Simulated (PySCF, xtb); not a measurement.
CHF₂, SMILES F[CH]F, multiplicity 2.

The structure is a stationary point at B3LYP-D3(BJ)/def2-TZVP. The isomer is the one that the SMILES or the coordinates give; other isomers of the formula were not compared.

The numbers are results of IEF-PCM-M06-2X/def2-SVP (PySCF 2.14.0), not measurements.

The values are the electrostatic part of the solvation free energy, E(continuum) − E(gas) at the gas-phase geometry, in a cavity of scaled van der Waals radii (PySCF's table); cavitation and dispersion terms are not included. The dipole moment in vacuum is 1.46 D.

Computed values in water (ε = 78.36), chloroform (ε = 4.71), acetone (ε = 20.49):
```json
[
 {"solvent": "water", "ε": "78.36", "ΔG(elec) (kcal/mol)": "-2.1", "dipole (D)": "1.72"},
 {"solvent": "chloroform", "ε": "4.71", "ΔG(elec) (kcal/mol)": "-1.5", "dipole (D)": "1.65"},
 {"solvent": "acetone", "ε": "20.49", "ΔG(elec) (kcal/mol)": "-2.0", "dipole (D)": "1.71"}
]
```

For comparison, GFN2-xTB/ALPB(water) (xtb, at the GFN2-xTB geometry, all terms of that model) gives -0.2 kcal/mol.
